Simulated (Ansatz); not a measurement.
Isomers of Sn₃O₃⁻ (doublet), relaxed with B3LYP-D4/def2-SVPD; total energies from Ansatz at B2PLYP/def2-TZVPD.

```
isomer                                                        description  energy (Eh)
     A                  point group not assigned; 6 × O–Sn 2.00 to 2.09 Å   -868.15469
     B                            point group Cs; 7 × O–Sn 2.03 to 2.29 Å   -868.17187
     C                            point group Cs; 6 × O–Sn 2.01 to 2.07 Å   -868.16448
     D  point group not assigned; 5 × O–Sn 2.10 to 2.28 Å; 1 × O–O 1.46 Å   -868.02257
```

In the def2 sets Sn takes a core potential; there is no spin–orbit coupling. Correlated methods freeze 15 core orbitals; core or outer-core shells of Sn are correlated, in sets that lack core-valence functions.

The isomers come from a short search, and lower ones may exist.

Task: Work out the relative energies (1 Eh = 2625.5 kJ/mol) and the Boltzmann populations at 298 K from electronic energies alone (R = 8.314 J/mol/K).

Result: ΔE: A 45.1, B 0.0, C 19.4, D 392.0 kJ/mol. RT = 2.48 kJ/mol. Factors exp(−ΔE/RT): A 1.27e-08, B 1, C 0.000401, D 2.26e-69; sum 1.000. Populations: A 0.0 %, B 100.0 %, C 0.0 %, D 0.0 %. Zero-point energy, vibrational entropy and symmetry numbers are left out and can shift these; an error of 4 kJ/mol changes a ratio by a factor of 5.0. Over the other density-functional and correlated levels in def2 sets, the gap between B and C ranges from 15 to 27 kJ/mol.
